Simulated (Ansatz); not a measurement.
Reaction (hydrogenolysis of a Te–C bond): `CC[Te]C` + H₂ → `CC[TeH]` + CH₄

Computed with Ansatz on PBE0-D4/def2-TZVP structures; ΔE is electronic, products minus reactants. CBS: MP2 limit from def2 TZ/QZ plus the TZ coupled-cluster correction, frozen cores. This one scheme is used for every species. Functionals use def2-TZVPP. Elements past krypton have def2 core potentials. For Te outer-core shells are correlated without core-valence functions, which leaves a few kJ/mol of doubt a bond. One conformer a species, not always the lowest.

(1) Is it downhill or uphill in electronic energy at CCSD(T)/CBS, and by how much? (Best estimate.)

(2) What do these levels give: PBE-D4, B97M-V, B2PLYP, PBE, revPBE, r2SCANh, CCSD(T)/def2-SVP, HF/def2-TZVPP, SCS-MP2/def2-TZVPP, CCSD/def2-TZVPP, CCSD(T)/def2-TZVPP, HF/def2-QZVPP? (Estimate.)

Largest T1 diagnostic among the species: 0.010.

Answers

(1) The calculation gave: Downhill: ΔE = -55.9 kJ/mol.

(2) The calculation gave: PBE-D4 -58.3, B97M-V -71.6, B2PLYP -65.7, PBE -63.7, revPBE -64.7, r2SCANh -65.1, CCSD(T)/def2-SVP -79.0, HF/def2-TZVPP -85.0, SCS-MP2/def2-TZVPP -58.4, CCSD/def2-TZVPP -66.8, CCSD(T)/def2-TZVPP -61.5, HF/def2-QZVPP -84.3 kJ/mol.

The D4 term adds +8.8 kJ/mol with B3LYP and +4.8 kJ/mol with PBE0; it sums over pairs of atoms, weighted by their polarisabilities, and B3LYP, whose exchange is more repulsive, gets the larger term. From r2SCAN to r2SCAN0 (25 % exact exchange), in def2-TZVPP and without D4, ΔE moves by −3.7 kJ/mol. In def2-TZVPP, CCSD(T) changes the Hartree–Fock value by +23.6 kJ/mol (the triples alone add +5.3 kJ/mol) and MP2 by +31.5 kJ/mol.

B3LYP here is the variant with VWN-RPA as its local correlation; programs differ in this.
